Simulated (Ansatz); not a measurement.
Energy profile

The step: AlHCl₂ ([Cl][AlH][Cl]) + H₂O → AlHCl₂O ([OH][Al]([Cl])[Cl]) + H₂; bonds formed: H2–H5; dative contacts that become bonds: Al1–O6; bonds broken: Al1–H2, H5–O6 (atoms numbered as in the saddle structure below).

Al1  (-0.385, -0.512, -0.109)
H2  (0.318, -0.205, 1.456)
Cl3  (0.040, -2.426, -0.805)
Cl4  (-2.323, 0.261, -0.244)
H5  (0.791, 0.477, 0.785)
O6  (0.893, 0.752, -0.416)
H7  (0.665, 1.653, -0.667)
(Å)

Electronic energies by CCSD(T) at an estimated basis limit (MP2 extrapolated from triple and quadruple zeta, plus CCSD(T) − MP2 in triple zeta), on PBE0-D4/def2-TZVP structures; AlH3Cl2O, singlet; no counterpoise correction. Computed with Ansatz 0.2.0 (basis: def2-TZVPP and def2-QZVPP); correlated methods freeze the cores. Extrapolation: Hartree–Fock as exp(−7.88 √X), correlation as X^−2.97.

**Question.** Give the profile in kcal/mol, counted from the separated reactants. (Judge from chemistry; the value comes from the calculation.)

**Answer.** By the calculation:
```tsv
point	kcal/mol
separated: AlHCl2 (linked as [Cl][AlH][Cl]; Al1, H2, Cl3, Cl4; singlet) + H2O (H5, O6, H7; singlet)	0.00
start structure	-24.71
saddle	-3.70
end structure	-28.87
separated: AlHCl2O (linked as [OH][Al]([Cl])[Cl]; Al1, Cl3, Cl4, O6, H7; singlet) + H2 (H2, H5; singlet)	-26.74
```
The saddle lies below the separated reactants: the barrier is submerged.

No T1 diagnostic of these runs exceeds 0.011.

The step is the kind of ligand exchange by which a precursor binds to a hydroxyl group, or is hydrolysed, in atomic layer deposition of oxides.

For scale, one of the runs: CCSD(T)/def2-TZVPP, 199 basis functions, launched by `ansatz run in.yaml --threads 4 --pin off --events-out ev --progress --plain --max-ram 9574MiB`. Hardware: 4 CPU threads of an Arm Neoverse V2, shared host. Wall time 29 s; peak host memory 2.2 GiB.
